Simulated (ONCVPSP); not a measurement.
Transferability test, ONCV potential for Al (Z = 13)

```json
{
 "Element": "aluminium (Al)",
 "Generator": "ONCVPSP 4.0.1",
 "Type": "optimised norm-conserving Vanderbilt (ONCV)",
 "Functional": "LDA (Perdew-Wang 92)",
 "Relativity": "scalar-relativistic",
 "Frozen core": "[Ne]",
 "Valence charge": "3",
 "Reference configuration": "3s1 3p2",
 "Partial waves": "3s: rc 1.66 bohr, ncon 4, nbas 7, qcut 4.9 1/bohr, local; 3p: rc 2.62 bohr, ncon 4, nbas 7, qcut 3 1/bohr, 3 projectors, debl 1.2 Ha",
 "Local potential": "the s channel",
 "Core correction": "Teter function, fcfact 5.25, rcfact 1.15"
}
```

Energies are relative to the spin-unpolarised reference configuration 3s1 3p2; without spin polarisation the order of configurations can differ from experiment.

**Question.** Give the all-electron excitation energy and the error of the potential for: 3s2 3p1; 3s2 3p0; 3s1 3p0; 3s0 3p3.

**Answer.**

| valence configuration | charge | ΔE all-electron (eV) | error AE − PS (meV) |
| --- | --- | --- | --- |
| 3s2 3p1 | 0 | -5.155 | +3.6 |
| 3s2 3p0 | +1 | 0.686 | +0.8 |
| 3s1 3p0 | +2 | 20.056 | +25 |
| 3s0 3p3 | 0 | 5.350 | +3.6 |

Levels in the configuration 3s0 3p3:

```
level  all-electron (eV)  pseudo (eV)
   3p             -3.940       -3.937
```
